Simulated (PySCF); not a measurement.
Computed Raman spectrum (relative Raman activity) of a molecule C₅H₅F. The structure is a stationary point at PBE0-D3(BJ)/def2-SVP. One conformer was computed; it need not be the lowest. Calculation: PBE0-D3(BJ)/def2-SVP (PySCF). Frequencies are harmonic and unscaled.

Lines under 2 % of the strongest are left out, and lines within 2 cm⁻¹ are merged.

ν (cm⁻¹): 525 (vw), 739 (vw), 1248 (m), 1424 (m), 1718 (s), 2095 (m), 3126 (vs), 3181 (m), 3213 (s), 3289 (m) (against the strongest line: vs over 80 %, s over 45 %, m over 15 %, w over 4 %, vw less)

Question: Pick the molecule that these values belong to.
(A) C=C=C(F)C=C
(B) C#C[C@H]1C[C@H]1F
(C) C=C=C/C=C/F
(D) C#CCC(=C)F

Answer: A, C=C=C(F)C=C
